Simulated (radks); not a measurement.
All-electron atom: K V in [Ne] 3s2 3p3.

Method: non-relativistic Kohn-Sham, PBE, spin-polarised, spherical densities, point nucleus; open shells are filled with parallel spins first; computed with a radial shooting solver on a logarithmic mesh with Libxc functionals.

Energy parts (eV):
total: -16176.416
kinetic: 16162.283
electron-nucleus: -37483.747
Hartree: 6003.237
exchange-correlation: -858.189

Orbitals (lengths in bohr, moments of r in powers of bohr; <r^-3> diverges for s and p1/2; r(max) is where P^2 peaks):
| orbital | occ. | eigenvalue (eV) | r(max) | <r^2> | <r^-3> |
|---|---|---|---|---|---|
| 1s up | 1 | -3571.094 | 0.05352 | 0.008932 | - |
| 1s down | 1 | -3570.183 | 0.05351 | 0.008928 | - |
| 2s up | 1 | -413.9214 | 0.3197 | 0.1794 | - |
| 2s down | 1 | -413.1001 | 0.3200 | 0.1790 | - |
| 2p up | 3 | -343.8648 | 0.2628 | 0.1518 | 153.1 |
| 2p down | 3 | -342.6939 | 0.2632 | 0.1515 | 152.9 |
| 3s up | 1 | -91.1121 | 1.041 | 1.564 | - |
| 3s down | 1 | -85.7820 | 1.039 | 1.593 | - |
| 3p up | 3 | -73.3501 | 1.080 | 1.766 | 19.16 |
| 3p down | 0 | -68.2188 | 1.081 | 1.823 | 18.94 |

The highest occupied level is 3p up at -73.350 eV. Summed over all electrons, <r^2> = 9.740 bohr^2, which gives a Langevin (diamagnetic) susceptibility term of -7.71 x 10^-6 cm^3/mol. The density falls to 0.001 e/bohr^3 at r = 2.71 bohr.
